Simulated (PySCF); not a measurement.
BrClFHSi.

```xyz
5

Si    -0.5886    -0.5420     0.3432
F     -0.9190    -1.6931    -0.7385
Cl    -1.9688     0.9563     0.1172
Br     1.4471     0.2197    -0.0527
H     -0.6677    -1.1198     1.6951
```

Geometry optimised at B3LYP-D3(BJ)/def2-SVP.

These are PBE0/pcSseg-1 (PySCF) values and carry that method's errors. Non-relativistic, no solvent.

Computed absolute GIAO shielding of each atom: isotropic value and principal components (ppm):
| atom | σ(iso) | σ11 | σ22 | σ33 | span |
|---|---|---|---|---|---|
| Si1 | 339.2 | 310.3 | 347.6 | 359.8 | 49.5 |
| F2 | 288.3 | 230.7 | 288.9 | 345.5 | 114.8 |
| Cl3 | 813.2 | 668.5 | 783.3 | 987.7 | 319.1 |
| Br4 | 2389.9 | 2064.1 | 2256.7 | 2849.1 | 785.0 |
| H5 | 25.3 | 20.9 | 22.9 | 32.0 | 11.1 |
